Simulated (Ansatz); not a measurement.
**Relative stability**

Two relaxed structures of CH2STe, singlet (PBE0-D4/def2-TZVP; forces vanish, vibrations not checked).

A:

S1  (0.846, 0.705, -0.709)
C2  (-0.253, -0.375, 0.012)
Te3  (-0.898, -2.038, -0.826)
H4  (-0.599, -0.092, 1.002)
H5  (0.912, 1.616, 0.283)
(Å)

B:

S1  (-0.859, -1.884, -0.708)
C2  (-0.359, -0.537, 0.011)
Te3  (0.980, 0.825, -0.812)
H4  (-0.700, -0.242, 1.004)
H5  (0.938, 1.837, 0.505)
(Å)

Computed with Ansatz 0.2.0 (basis: def2-TZVPP); correlated methods freeze the cores. Filled d shells of the heavier atoms are correlated. Core potentials replace the inner electrons of the atoms past krypton. The def2 sets are not built for correlating such inner shells, so the correlated values are less sure here. B3LYP uses VWN-RPA correlation.

Question: Which structure is lower at CCSD(T), and by how much? (To be estimated.)

Answer: Computed: A, by 4.5 kJ/mol (electronic energy, against the other). By their contacts, A is CH₂STe ([SH][CH][Te]) and B is CH₂STe ([S][CH][TeH]).

Question: Do the other methods give the same order? (Judge from chemistry; the calculation decides.)

Answer: The calculation gives: Not all: wB97M-V, HF give the other order.

```tsv
method	E(B) − E(A) (kJ/mol)
PBE-D4	4.0
r2SCAN-D4	3.6
PBE0-D4	4.7
B3LYP-D4	2.5
wB97M-V	-0.6
HF	-3.7
MP2	10.6
CCSD	0.3
CCSD(T)	4.5
```

T1 diagnostic: at most 0.020. The restricted Hartree–Fock reference is unstable towards an unrestricted one at one or more of these structures.

Labels in which every atom is bracketed show which atoms are joined, not bond orders.

For scale, one of the runs: CCSD(T)/def2-TZVPP, 151 basis functions, launched by `ansatz run in.yaml --threads 2 --pin off --events-out ev --progress --plain --max-ram 4352MiB`. Hardware: 2 CPU threads of an Arm Neoverse V1, shared host. Wall time 50 s; peak host memory 1.1 GiB.
